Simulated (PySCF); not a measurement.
## Ne⁺: ionisation energy

Ne⁺ [He] 2s2 2p5 (2P) → Ne²⁺ [He] 2s2 2p4 (3P), as a difference of total energies. Calculation: PySCF 2.14, in cc-pVDZ-DK (3s2p1d, 14 functions); the spin-free X2C one-electron Hamiltonian (Gaussian nucleus). Correlated levels: valence: 1s2 frozen. The calculations carry no spin-orbit coupling.

```
           method  ionisation energy (eV)
              UHF                  39.395
             BP86                  41.383
              LDA                  41.542
    MP2 (valence)                  40.487
SCS-MP2 (valence)                  40.438
   CCSD (valence)                  40.429
CCSD(T) (valence)                  40.439
```

Q: How much does correlation contribute at CCSD(T) (valence)?

A: 40.439 − (39.395) = 1.044 eV, measured against UHF.

Errors of the correlated levels include the incompleteness of this basis and the frozen core.

For comparison: 40.963 eV (measured; NIST Atomic Spectra Database, ionization energies).
